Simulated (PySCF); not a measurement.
Molecule: C₈H₁₄Si₂, SMILES [SiH2](c1ccccc1)[SiH2]CC. Atoms near the plane z = 1.2 Å, at the GFN2-xTB optimised geometry (x, y, z in Å): Si3 (-1.4, -2.9, 2.2), Si4 (-1.4, -2.0, 0.1), C5 (-0.4, -0.4, 0.0), C6 (-1.1, 0.8, 0.0), C7 (-0.4, 2.0, 0.0), C8 (1.0, 2.0, 0.0), C9 (1.7, 0.8, 0.0), C10 (0.9, -0.4, 0.0), H12 (-3.4, -0.6, 2.1), H15 (-3.8, -3.0, 2.6), H17 (-1.2, -4.4, 2.2), H20 (-2.2, 0.8, 0.0), H21 (-0.9, 2.9, 0.0), H22 (1.6, 2.9, 0.0), H23 (2.7, 0.7, 0.0), H24 (1.5, -1.4, 0.0).

Level of theory: B3LYP/def2-SVP run with PySCF. The values are rescaled to run from 0 to 1.

```
|0000000000000000000000000000000|
|0000000000000000000000000000000|
|0000000000000000000000000000000|
|0000000000000000000000000000000|
|0000000000122100000122000000000|
|0000000000133200000132100000000|
|0000000000122211011222100000000|
|0000000000012332223321000000000|
|0000000000013454444421000000000|
|0000000000013565456531000000000|
|0000000000124554345532100000000|
|0000000011244431113443111100000|
|0000000022355410002554322210000|
|0000000012355410002564322210000|
|0000000000244420013454211110000|
|0014420000023442235432100000000|
|0037862000013554456531000000000|
|0036762000012443355421000000000|
|0012320000112222123321000000000|
|0000000002333210001221000000000|
|0000000025776310000122000000000|
|0000000148999730000011000000000|
|0000000169999851000000000000000|
|0000000269999852000000000000000|
|0000000158999741000000000000000|
|0000000125676421000000000000000|
|0000000012444210000000000000000|
|0000000012454310000000000000000|
|0000000012576420000000000000000|
|0000000013688630000000000000000|
|0000000013688630000000000000000|
```
Scale: ten equal steps from 0.000 (start of '0') to 1.00 (end of '9'), in the order '0123456789'; x runs from -5.00 to 5.00, y from -5.00 (bottom) to 5.00 (top).

Q: Which quantity is mapped?
(A) log10 of the electron density
(B) deformation density (molecule minus spherical neutral atoms)
(C) electron localisation function
(D) an orbital amplitude

A: C, electron localisation function
